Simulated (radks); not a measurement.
Removal energies from the chlorine ion Cl11+, [He] 2s2 2p2, by Delta-SCF beside the eigenvalue of the level emptied. Method: scalar-relativistic Kohn-Sham, r2SCAN, spin-polarised, spherical densities, finite nucleus; meta-GGA in the generalised Kohn-Sham scheme; Fermi nuclear charge, rms radius of each element as measured or else 0.836 A^(1/3) + 0.57 fm; computed with a radial shooting solver on a logarithmic mesh with Libxc functionals. Open shells are filled with parallel spins first.

removed from  final configuration  Delta-SCF (eV)  -eigenvalue (eV)
2p                   [He] 2s2 2p1          594.57            564.59
2s                   [He] 2s1 2p2          615.90            596.20
1s                    1s1 2s2 2p2          3294.3            3209.1
